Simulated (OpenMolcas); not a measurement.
# Exact exchange and the electronic atomisation energy of CSeO (carbonyl selenide)

The species is CSeO (3 atoms), meant as a singlet with charge 0. SMILES: `O=C=[Se]`. The shape is that of a PBE0-D4/def2-TZVP optimisation.

The electronic atomisation energy y, in eV, basis def2-TZVP; a is the functional's share of exact exchange. Programs: OpenMolcas 26.06.

```
functional     program     a  y (eV)
    r2SCAN  OpenMolcas     0   13.92
       PBE  OpenMolcas     0   14.65
     B3LYP  OpenMolcas   0.2       ?
      PBE0  OpenMolcas  0.25   13.72
     BHLYP  OpenMolcas   0.5   12.37
```

Q: Fit y = c + s·a to the known rows and predict B3LYP.

A: 
1. Means of the 4 rows: a = 0.1875, y = 13.665.
2. Σ(Δa)² = 0.17188, Σ(Δa·Δy) = -0.63375, so the slope is -0.63375/0.17188 = -3.6872.
3. Intercept: 13.665 − (-3.6872) × 0.1875 = 14.356. The largest residual of the fit is 0.44.
4. B3LYP: 14.356 + (-3.6872) × 0.2 = 13.62 eV.

The run gave 13.53 eV, so the prediction is off by +0.09 eV, within the scatter of the fit. The rows mix families of semi-local functionals, which the line can't see.
